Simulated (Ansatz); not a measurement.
K6S3, relaxed as a singlet with RKS r2SCAN-D4/def2-SVP in Ansatz, starting from the GFN1-xTB geometry. Force threshold 0.02 eV/Å.

The restricted singlet is unstable towards broken spin symmetry in Hartree–Fock (as tested in another run); at r2SCAN-D4/def2-SVP this wasn't settled. The structure comes from a short search, and lower isomers may exist.

Start:

```xyz
9

K     2.8400   -2.7235    0.8162
K     0.4699   -0.9927   -2.3402
K     0.9340    2.4946   -0.6012
K     1.1627    0.9540    2.8934
K    -0.8138   -1.7614    1.1581
K    -2.4135    1.5811    0.9785
S    -1.6473    1.2095   -1.9444
S    -2.3177   -0.6022   -1.2805
S     1.7856   -0.1594    0.3201
```

| step | energy (eV) | largest force component (eV/Å) | SCF passes |
| --- | --- | --- | --- |
| 1 | -130431.2247 | 1.780 | 22 |
| 2 | -130431.6131 | 0.382 | 29 |
| 3 | -130431.7470 | 0.139 | 24 |
| 4 | -130431.8265 | 0.109 | 24 |
| 5 | -130431.8813 | 0.081 | 23 |
| 6 | -130431.9173 | 0.051 | 24 |
| 7 | -130431.9428 | 0.035 | 24 |
| 8 | -130431.9592 | 0.047 | 23 |
| 9 | -130431.9743 | 0.029 | 23 |
| 10 | -130431.9875 | 0.065 | 23 |
| 11 | -130432.0018 | 0.056 | 23 |
| 13 | -130432.0248 | 0.049 | 22 |
| 15 | -130432.0434 | 0.055 | 23 |
| 17 | -130432.0628 | 0.046 | 23 |
| 19 | -130432.0744 | 0.095 | 22 |
| 21 | -130432.0778 | 0.046 | 22 |
| 23 | -130432.0834 | 0.052 | 23 |
| 25 | -130432.1203 | 0.265 | 29 |
| 27 | -130432.1685 | 0.194 | 23 |
| 29 | -130432.1840 | 0.019 | 23 |
| 31 | -130432.1850 | 0.015 | 23 |
| 32 | -130432.1852 | 0.012 | 24 |

Force components are those of the run's own axes.

End:

Cartesian coordinates in Å:
```
K 3.334 -3.013 0.431
K 0.320 -0.700 -2.084
K 0.224 2.159 0.440
K 3.148 0.034 3.202
K -0.667 -1.528 1.685
K -4.492 1.467 -1.799
S -1.571 1.700 -1.994
S -2.201 0.284 -0.408
S 1.906 -0.403 0.527
```

Bonds lost: K4–K6 (atoms count from 1). Bonds formed: K3–S8 (atoms count from 1). Metal–metal contacts that move far: K5–K6 3.71 to 5.98 Å, K3–K6 3.81 to 5.27 Å, K3–K5 4.93 to 3.99 Å.

The force fell under the threshold at step 29, but the optimiser went on. No frequencies were taken in this run, so the end may be a saddle point.

It took 9.9 min on 4 threads of Arm Neoverse N1 on a shared host.
